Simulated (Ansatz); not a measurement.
Total energies of (HBe-mu-Cl)2 (Be2H2Cl2) from Ansatz at PBE0-D4/def2-TZVP, gas phase (1 Eh = 27.2114 eV = 2625.5 kJ/mol). The reference geometry is relaxed at PBE0-D4/def2-TZVP.

```tsv
state	geometry	energy (Eh)
charge 0 singlet	reference	-950.90734
charge 1 doublet	reference	-950.51517
free Be atom (singlet)	–	-14.63549
free H atom (doublet)	–	-0.50104
free Cl atom (doublet)	–	-459.99739
```

(1) Work out the vertical ionisation energy to the doublet.

(2) What is the binding energy per atom against free atoms?

(1) E(charge 1 doublet) − E(charge 0 singlet) = -950.51517 − (-950.90734) = 0.39217 Eh = 10.67 eV. For comparison, −ε of the highest occupied level is 8.48 eV at this level, 2.19 eV less.

(2) Atoms: 2 × (-14.63549) + 2 × (-0.50104) + 2 × (-459.99739) = -950.26784 Eh. Binding: -950.26784 − (-950.90734) = 0.63950 Eh = 17.40 eV, or 2.90 eV for each of 6 atoms (no zero-point energy, no counterpoise term).
